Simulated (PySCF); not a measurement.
Al(H)(F)(OMe) (CH₄AlFO), SMILES C[O][AlH][F].

Geometry: B3LYP-D3(BJ)/def2-SVP. The values are those of a single conformer.

Level of theory: PBE/def2-TZVPD run with PySCF.

Symmetry labels are those of the subgroup Cs that the program uses (full group Cs).

List the valence orbital energies around the gap with their symmetry. (An estimate is asked for; the answer gives what the named calculation found.)


```csv
orbital,symmetry,energy (eV)
HOMO−7,A",-10.88
HOMO−6,A',-10.86
HOMO−5,A',-10.68
HOMO−4,A",-9.49
HOMO−3,A',-9.44
HOMO−2,A',-8.34
HOMO−1,A',-7.01
HOMO,A",-6.96
LUMO,A",-1.32
LUMO+1,A',-1.23
LUMO+2,A',0.04
LUMO+3,A',0.17
```
